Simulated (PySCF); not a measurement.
Vertical excitations of a molecule CH7ClFNSi2 from TDDFT-M06-2X/def2-SVPD run with PySCF, as energy in eV (oscillator strength): 5.34 (0.002), 6.15 (0.025), 6.43 (0.015), 6.72 (0.029), 6.91 (0.007), 7.10 (0.082), 7.31 (0.031), 7.47 (0.022), 7.87 (0.021), 8.03 (0.053). Lowest triplet (TDA): 5.05 eV. Geometry: B3LYP-D3(BJ)/def2-SVP. One conformer was computed; it need not be the lowest.

**Question.** Which structure fits?
(A) N[Si@@H](Cl)C[SiH2]F
(B) N[Si@H](CF)[SiH2]Cl
(C) CN[Si@H](F)[SiH2]Cl
(D) CN[SiH2][Si@@H](F)Cl

**Answer.** D, CN[SiH2][Si@@H](F)Cl
